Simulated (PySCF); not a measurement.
Compound: C4H6BN.
SMILES: `C=CB(C)C#N`

Torsions of this conformer, `[CH2:1]=[CH:2][B:3]([CH3:4])[C:5]#[N:6]`: C1–C2–B3–C4 -10°.

The closed-shell ground state was solved at several levels (PySCF, density fitting, gas phase, non-relativistic). Isolated species at its GFN2-xTB geometry (one conformer only). GFN2-xTB frequencies show an imaginary mode (31i cm⁻¹), so this geometry is no minimum at that level.

| level | basis functions | total energy (Eh) | HOMO (eV) | LUMO (eV) | gap (eV) | dipole (D) |
| --- | --- | --- | --- | --- | --- | --- |
| PBE0/pcSseg-1 | 132 | -235.2952 | -8.76 | -2.78 | 5.98 | 4.20 |
| B3LYP/pcJ-1 | 222 | -235.6418 | -8.50 | -2.94 | 5.56 | 4.18 |

Task: What might CAM-B3LYP/def2-SVPD (168 basis functions) give for the same quantities?

Result: Total energy -235.3167 Eh, HOMO -10.09 eV, LUMO -1.71 eV, gap 8.38 eV, dipole 4.27 D.

Task: Over all these levels, which gives the widest orbital gap and which the narrowest?

Result: CAM-B3LYP/def2-SVPD (range-separated hybrid) has the widest, 8.38 eV, and B3LYP/pcJ-1 (global hybrid, 20 % exact exchange) the narrowest, 5.56 eV. Functional and basis both differ between the two, so the spread mixes both effects.

Task: How far do the dipole and the HOMO energy spread over the levels?

Result: The dipole runs from 4.18 to 4.27 D (mean 4.22 D) and the HOMO from -10.09 to -8.50 eV.
